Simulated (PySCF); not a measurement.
The same groups moved round the core (butadiene chloro+silyl). Gas-phase values, no solvent. One relaxed conformer stands for each flexible species; it need not be the lowest. Strings in code marks are SMILES.

The four lowest singlet excitations (Tamm–Dancoff). All values below come from TPSSh-D3(BJ)/def2-TZVP // CAM-B3LYP-D3(BJ)/def2-TZVP run with PySCF 2.14.0. Excitations are Tamm–Dancoff values on a coarser integration grid. The basis has no diffuse functions, so Rydberg states are missing or too high.

```csv
state,energy (eV),wavelength (nm),oscillator strength
S1,5.61,221,0.554
S2,5.90,210,0.000
S3,6.21,200,0.002
S4,6.25,199,0.055
```

**Question.** Say which member gives these states.
(A) `[SiH3]/C=C\C=C/Cl` (C–C–C–C torsion 180°)
(B) `C=C/C=C(\[SiH3])Cl` (C–C–C–C torsion 180°)
(C) `C=C/C([SiH3])=C\Cl` (C–C–C–Si torsion 0°)
(D) `C=C/C(Cl)=C\[SiH3]` (C–C–C–Cl torsion 0°)

**Answer.** C, `C=C/C([SiH3])=C\Cl` (C–C–C–Si torsion 0°)
